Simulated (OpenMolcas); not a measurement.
IBr (iodine monobromide): a line through the functionals

IBr: 2 atoms, total charge 0, spin state singlet. SMILES: `BrI`. The coordinates come from a PBE0-D4/def2-TZVP relaxation.

The HOMO–LUMO gap y, in eV, basis def2-TZVP with a core potential; a is the functional's share of exact exchange. Programs: OpenMolcas 26.06.

| functional | program | a | y (eV) |
| --- | --- | --- | --- |
| PBE | OpenMolcas | 0 | 2.08 |
| BLYP | OpenMolcas | 0 | 2.02 |
| B3LYP | OpenMolcas | 0.2 | 3.62 |
| PBE0 | OpenMolcas | 0.25 | ? |
| BHLYP | OpenMolcas | 0.5 | 6.04 |

Task: Fit y = c + s·a to the known rows and predict PBE0.

Result: 
1. Means of the 4 rows: a = 0.1750, y = 3.440.
2. Σ(Δa)² = 0.1675, Σ(Δa·Δy) = 1.336, so the slope is 1.336/0.1675 = 7.9761.
3. Intercept: 3.440 − (7.9761) × 0.1750 = 2.044. The largest residual of the fit is 0.036.
4. PBE0: 2.044 + (7.9761) × 0.25 = 4.04 eV.

The run gave 4.09 eV, so the prediction is off by -0.05 eV, about the scatter of the fit. Exact exchange lowers occupied levels and raises empty ones. The rows mix families of semi-local functionals, which the line can't see.
